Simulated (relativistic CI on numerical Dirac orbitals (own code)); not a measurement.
**Zn I: computed level list**

These numbers are calculated, not measured: Dirac-Coulomb-Breit CI, KLI orbitals optimised for each configuration, QED by a radiative potential, valence Slater integrals scaled by 0.85, P86 correlation energy added to each configuration (own radial code, finite nucleus).

Configuration list (outside the closed core [Ar] 3d10): 4s2, 4s.4p, 4s.5s, 4s.4d, 4s.5d, 4p2, 4s.6s, 4s.5p, 4s.6p, 4s.4f, 4s.7s, 4s.7p, 4s.5g, 4s.5f, 4s.6d, 4s.6g, 4d2. Levels of other configurations are missing.

```csv
No.,Configuration,Term,J,E (cm⁻¹),%,Next component (%),Landé g,jj configuration (%)
1,4s2,1S,0,0.0,96,4 4p2 1S,,closed (96)
2,4s.4p,3P°,0,27924.0,100,,,4s 4p1/2 (100)
3,4s.4p,3P°,1,28084.8,99,,1.501,4s 4p1/2 (67)
4,4s.4p,3P°,2,28407.3,99,,1.501,4s 4p3/2 (99)
5,4s.4p,1P°,1,44216.7,86,12 4s.5p 1P°,1.000,4s 4p3/2 (58)
6,4s.5s,3S,1,48752.8,100,,2.002,4s 5s (100)
7,4s.5s,1S,0,50950.0,99,1 4s.6s 1S,,4s 5s (99)
8,4s.5p,3P°,0,56355.1,99,,,4s 5p1/2 (99)
9,4s.5p,3P°,1,56372.1,99,,1.501,4s 5p1/2 (67)
10,4s.5p,3P°,2,56405.9,99,,1.501,4s 5p3/2 (99)
11,4s.4d,1D,2,57041.3,96,4 4p2 1D,1.000,4s 4d5/2 (58)
12,4s.4d,3D,1,57545.3,100,,0.499,4s 4d3/2 (100)
13,4s.4d,3D,2,57546.8,100,,1.167,4s 4d3/2 (61)
14,4s.4d,3D,3,57549.2,100,,1.334,4s 4d5/2 (100)
15,4s.5p,1P°,1,59720.3,76,15 4s.6p 1P°,1.000,4s 5p3/2 (52)
16,4s.6s,3S,1,60860.0,100,,2.002,4s 6s (100)
17,4s.6s,1S,0,61624.4,98,1 4s.7s 1S,,4s 6s (98)
18,4s.6p,3P°,0,63621.7,100,,,4s 6p1/2 (100)
19,4s.6p,3P°,1,63633.2,100,,1.501,4s 6p1/2 (67)
20,4s.6p,3P°,2,63656.5,100,,1.501,4s 6p3/2 (100)
21,4s.5d,1D,2,63701.5,95,3 4p2 1D,1.000,4s 5d5/2 (58)
22,4s.5d,3D,1,64059.1,100,,0.499,4s 5d3/2 (100)
23,4s.5d,3D,2,64059.9,100,,1.167,4s 5d3/2 (60)
24,4s.5d,3D,3,64061.2,100,,1.334,4s 5d5/2 (100)
25,4s.6p,1P°,1,65048.0,72,19 4s.7p 1P°,1.000,4s 6p3/2 (49)
26,4s.7s,3S,1,65505.1,100,,2.002,4s 7s (100)
27,4s.4f,3F°,4,65521.7,100,,1.251,4s 4f7/2 (100)
28,4s.4f,3F°,3,65521.7,100,,1.084,4s 4f5/2 (57)
29,4s.4f,3F°,2,65521.7,100,,0.666,4s 4f5/2 (100)
30,4s.4f,1F°,3,65526.2,100,,1.000,4s 4f7/2 (57)
```

Energies count from the lowest computed level; ° marks odd parity. Filled j subshells are mostly left out of the jj labels.

The mean weight of the leading LS term, summed over parents, in these 30 levels is 97 %, and that of the leading jj configuration (from the same eigenvectors) 83 %, so LS coupling describes them better.

Correlation outside the listed configurations is missing or only estimated: errors of thousands of cm⁻¹ between configurations and terms are usual at this charge. Rates and lifetimes follow the computed energies and can be off by large factors. The fine structure of a lone outer electron comes out too small, for d and f at times inverted, and misplaced configurations move strength between like terms. 13 of the 13 excited levels that our extract of the measured tables holds in this range could be paired (the sources list more); they are missed by 4633 cm⁻¹ on average and 5417 at most, and levels without a partner can miss by more.
